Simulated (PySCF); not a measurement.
# How methods differ on the excitation energy of Al⁺

Al⁺ [Ne] 3s2 (1S) → Al⁺ [Ne] 3s1 3p1 (3P), as a difference of total energies. All numbers are calculated (PySCF 2.14, the non-relativistic Hamiltonian (point nucleus), in dyall-acv3z (19s12p6d4f, 113 functions)). Correlated levels: valence and next inner shell: 1s2 frozen; virtual orbitals above 40 to 60 times the deepest correlated orbital energy dropped. The calculations carry no spin-orbit coupling.

```
                                method  excitation energy (cm⁻¹)
                                   UHF                     28355
    MP2 (valence and next inner shell)                     35674
SCS-MP2 (valence and next inner shell)                     36965
   CCSD (valence and next inner shell)                     36888
CCSD(T) (valence and next inner shell)                     37229
```

Errors of the correlated levels include the incompleteness of this basis and the frozen core.

Task: Which method comes closest to the reference value, and which is furthest?

Result: The reference is 37516 cm⁻¹ (measured; NIST levels, between the centres of gravity of the two terms). Closest: CCSD(T) (valence and next inner shell) (error -287.40 cm⁻¹); furthest: UHF (error -9160.8 cm⁻¹).
